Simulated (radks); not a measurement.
Question: These are the eigenvalues of the occupied orbitals of an atom or ion with whole-number occupations (hartree). Method: Dirac Kohn-Sham, PBE, spin-unpolarised, spherical densities, finite nucleus; Fermi nuclear charge, rms radius of each element as measured or else 0.836 A^(1/3) + 0.57 fm; computed with a radial shooting solver on a logarithmic mesh with Libxc functionals.

orbital  eigenvalue
1s1/2     -350.7398
2s1/2     -43.30618
2p1/2     -38.22825
2p3/2     -37.35074
3s1/2      -5.51506
3p1/2      -3.90790
3p3/2      -3.79565
3d3/2      -1.14187
3d5/2      -1.12852

Which element is it, and in what charge state? The configuration may be excited. Open shells, if any, are shared by 2j + 1.

Answer: Z = 30, zinc, charge +2: Zn2+ in [Ar] 3d10. The list shows which subshells hold electrons but not how many an open one holds; the 1s level, -350.74 hartree, gives Z - s = 26.5 by -(Z - s)^2/2, which with screening and relativity narrows Z to a few neighbours, and the depths of the outer levels then fix element, charge and occupations together.
